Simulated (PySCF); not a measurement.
HI, SMILES I (connectivity only; charge and spin as stated), charge +1, multiplicity 2. Geometry: PBE-D3(BJ)/def2-TZVPD. The spin state was assumed, not searched. The def2 effective core potentials stand for the cores of I; spin–orbit coupling is left out.

Calculation: PBE-D3(BJ)/def2-TZVPD in PySCF.

Harmonic wavenumbers (cm⁻¹): 2145. Rotational constants (GHz): 185.9 (linear); symmetry number 1.

Q: Work out the zero-point energy and the ideal-gas rigid-rotor harmonic-oscillator thermochemistry at 298.15 K and 1 atm.

A: ZPE = ½ Σ hcν = ½ × 2145 cm⁻¹ = 3.07 kcal/mol. H − E(el) = 5.14 kcal/mol. Entropy in cal/(mol K): translation 40.45, rotation 8.96, vibration 0.00, spin 1.38, total 50.79. G − E(el) = -10.00 kcal/mol. Cp = 6.96 cal/(mol K).
